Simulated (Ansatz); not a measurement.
Cost and result for the atomization energy of CH₆MgO₂Si (`C[O][Mg][O][SiH3]`) (11 atoms, 10 bonds).

Cartesian coordinates in Å:
```
C 1.885 -1.906 1.870
O 1.092 -1.102 1.081
Mg 0.078 -0.081 0.082
O -0.955 0.961 -0.940
Si -1.880 1.901 -1.866
H 2.786 -1.377 2.211
H 1.351 -2.249 2.767
H 2.220 -2.802 1.329
H -2.105 1.289 -3.209
H -3.219 2.128 -1.245
H -1.253 3.239 -2.081
```

Total charge 0; spin multiplicity 1. Correlated methods include outer-core shells of Mg, which these sets cover unevenly. The geometry is a stationary point of PBE0-D4/def2-TZVP. It is one conformer, not always the lowest. Program: Ansatz. All runs use 4 threads of an Arm Neoverse V1 on a shared host. Times are those of one run each, without the atoms' runs, and a repeat can differ threefold. Electronic energies, without spin–orbit coupling; frozen cores. CCSD(T)/CBS adds CCSD(T) − MP2 in def2-TZVPP to the MP2 limit, and its time is that of the two runs behind it. T1 = 0.011. With those shells the extrapolation isn't a true limit.

CCSD(T)/CBS is a level of theory with its own doubt, some kJ/mol a heavy atom from the limit and from the frozen cores, so smaller differences don't rank the functionals.

```csv
level,functions,wall time,atomization (kcal/mol),difference from CCSD(T)/CBS,per bond
revPBE-D4/def2-TZVPP,251,2.1 s,898.3,-26.9,-2.7
PBE-D4/def2-TZVPP (with forces),251,2.6 s,919.7,-5.5,-0.5
PBE0-D4/def2-TZVPP,251,2.9 s,904.7,-20.5,-2.0
BHLYP-D4/def2-TZVPP,251,3.1 s,888.5,-36.7,-3.7
CAM-B3LYP-D4/def2-TZVPP,251,3.3 s,921.5,-3.7,-0.4
r2SCANh-D4/def2-TZVPP,251,4.8 s,913.5,-11.7,-1.2
B2PLYP/def2-TZVPP,251,4.8 s,907.4,-17.8,-1.8
CCSD(T)/def2-SVP,108,7.5 s,863.6,-61.6,-6.2
B97M-V/def2-TZVPP,251,9.5 s,915.2,-10.0,-1.0
ωB97M-V/def2-TZVPP (with forces),251,11 s,915.0,-10.2,-1.0
MP2/def2-QZVPP,484,22 s,931.4,6.2,0.6
CCSD(T)/def2-TZVPP,251,4 min,893.8,-31.4,-3.1
CCSD(T)/CBS(def2),–,4.3 min,925.2,0.0,0.0
```

At CCSD(T), def2-SVP lies −61.6 kcal/mol from the extrapolated value and def2-TZVPP −31.4 kcal/mol: correlation converges slowly with the basis, and small sets miss more of it in the bonded molecule than in its fragments. The D4 term adds +6.4 kcal/mol with B3LYP and +3.4 kcal/mol with PBE0; it sums over pairs of atoms, weighted by their polarisabilities, and B3LYP, whose exchange is more repulsive, gets the larger term. From BLYP to BHLYP (50 % exact exchange), in def2-TZVPP and without D4, the atomization energy moves by −19.3 kcal/mol: exact exchange takes away binding that semilocal exchange gives to molecules.

B3LYP here is the variant with VWN-RPA as its local correlation; programs differ in this.
